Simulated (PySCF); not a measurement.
Input file for PySCF: R-B3LYP/6-311+G** on C4H10O (SMILES CCC(C)O).

```python
from pyscf import gto, scf, dft, mp
from pyscf.data.elements import chemcore

mol = gto.M(
    atom='''
    C    -1.78463793    0.04608723    0.05268099
    C    -0.49428746    0.63886358   -0.50759708
    C     0.76169447    0.25439774    0.27353759
    C     1.07275822   -1.22979312    0.22926057
    O     1.91222492    0.91851488   -0.25965676
    H    -1.79687118   -1.04144256   -0.03062882
    H    -2.65405350    0.42660821   -0.48536205
    H    -1.91049273    0.30077726    1.10802846
    H    -0.35623752    0.33811506   -1.55027029
    H    -0.57413303    1.73220833   -0.50590992
    H     0.62369749    0.55577451    1.32259233
    H     1.17516932   -1.56285202   -0.80573257
    H     0.28492489   -1.81133524    0.70817607
    H     2.01054953   -1.42958537    0.74777072
    H     1.72969448    1.86366154   -0.29688923
    ''',
    basis='6-311+g**',
    charge=0, spin=0, verbose=3, max_memory=1800)
mf = dft.RKS(mol, xc='b3lyp')
mf.conv_tol = 1e-8
mf.max_cycle = 100
mf.kernel()
if not mf.converged:
    mf = mf.newton().run(mf.mo_coeff, mf.mo_occ)
```

It printed:

```
converged SCF energy = -233.747746693895
```

The calculation finished and met its thresholds.

Cost: about 12 core-seconds (a rough figure).
